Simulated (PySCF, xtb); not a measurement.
AlBrH3N, SMILES [NH2][AlH][Br].

GFN2-xTB run with xtb at its own geometry gives an orbital gap of 4.74 eV and a dipole moment of 4.99 D.

The structure is a stationary point at B3LYP-D3(BJ)/def2-TZVP. One conformer was computed; it need not be the lowest.

**Question.** What does M06-2X/def2-TZVPD in PySCF give? (The exact figures need the calculation; the answer reports its results.)

**Answer.** gap 9.05 eV (levels -9.21 and -0.16 eV), dipole 2.17 D.
